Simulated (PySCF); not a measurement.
# Nb²⁺: ionisation energy

Nb²⁺ [Kr] 4d3 (4F) → Nb³⁺ [Kr] 4d2 (3F), as a difference of total energies. Computed with PySCF 2.14 in def2-QZVPPD with the def2 core potential (28 electrons), with a scalar-relativistic core potential. Correlated levels: valence: 4s2 4p6 frozen; valence and next inner shell: nothing frozen outside the core potential. The calculations carry no spin-orbit coupling.

Problem. Order these methods by the ionisation energy they give, lowest first.
A. MN15
B. B2PLYP
C. SCS-MP2 (valence and next inner shell)
D. PBE0

Solution. C (24.796 eV), B (24.972 eV), A (25.220 eV), D (25.327 eV).

The reference lies between the lowest fine-structure levels, while these numbers refer to the centres of the terms.

Errors of the correlated levels include the incompleteness of this basis and the frozen core.

For comparison: 25.04 eV (semi-empirical (NIST evaluation); NIST Atomic Spectra Database, ionization energies).
